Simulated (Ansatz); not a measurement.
Geometry optimisation, RKS PBE-D4/def2-SVP in Ansatz.

The input (input.yaml):

```yaml
crystal:
  periodic: [false, false, false]
  atoms:
    - { symbol: O, position_ang: [-2.1153, 1.5486, -0.0433] }
    - { symbol: Si, position_ang: [-0.9742, 0.445, 0.1074] }
    - { symbol: F, position_ang: [-1.4796, -0.5292, 1.2701] }
    - { symbol: Si, position_ang: [-0.5584, -0.6964, -1.8822] }
    - { symbol: S, position_ang: [0.7131, 1.5485, 0.79] }
    - { symbol: Si, position_ang: [1.8568, -0.1285, 1.4012] }
    - { symbol: H, position_ang: [-2.1952, 2.2127, 0.6952] }
    - { symbol: H, position_ang: [-1.8437, -1.3484, -2.3598] }
    - { symbol: H, position_ang: [-0.1443, 0.2178, -2.9143] }
    - { symbol: H, position_ang: [0.3965, -1.7706, -1.6757] }
    - { symbol: H, position_ang: [2.0504, -1.0236, 0.249] }
    - { symbol: H, position_ang: [1.1861, -0.8646, 2.5086] }
    - { symbol: H, position_ang: [3.1282, 0.354, 1.8686] }
basis:
  gaussian: { orbitals: def2-SVP }
hamiltonian:
  xc: pbe
  dispersion: d4
relax:
  f_tol: 0.015
  max_steps: 40
```

Command:

```bash
$ ansatz run input.yaml --threads 2 --pin off --max-ram 3072MiB --backend cpu --events-out ev --progress --plain --runs-dir out
```

Problem. Where does it end, and by what steps?

Solution. The forces met the threshold. After 12 steps the energy has fallen by 0.417 eV; H11 moved furthest, 0.75 Å.

| step | energy less start (eV) | largest force component (eV/Å) | accepted |
| --- | --- | --- | --- |
| 0 | 0.0000 | 2.493 | yes |
| 1 | -0.3101 | 1.211 | yes |
| 2 | -0.3686 | 0.236 | yes |
| 3 | -0.3794 | 0.137 | yes |
| 4 | -0.3875 | 0.079 | yes |
| 5 | -0.3997 | 0.101 | yes |
| 6 | -0.4040 | 0.201 | yes |
| 7 | -0.4097 | 0.109 | yes |
| 8 | -0.4147 | 0.124 | yes |
| 9 | -0.4159 | 0.086 | yes |
| 10 | -0.4166 | 0.051 | yes |
| 11 | -0.4169 | 0.030 | yes |
| 12 | -0.4170 | 0.010 | yes |

```xyz
13
Properties=species:S:1:pos:R:3
O -2.195 1.472 -0.029
Si -0.911 0.415 0.004
F -1.144 -0.751 1.150
Si -0.711 -0.606 -2.089
S 0.884 1.468 0.586
Si 1.879 -0.151 1.644
H -2.253 2.087 0.726
H -1.961 -1.356 -2.459
H -0.426 0.448 -3.121
H 0.445 -1.566 -2.028
H 1.818 -1.422 0.846
H 1.292 -0.372 3.007
H 3.305 0.300 1.777
```

Run time: 40 s on 2 threads of AMD EPYC 7R13 Processor (Zen 3) (shared host), peak memory 0.21 GiB.
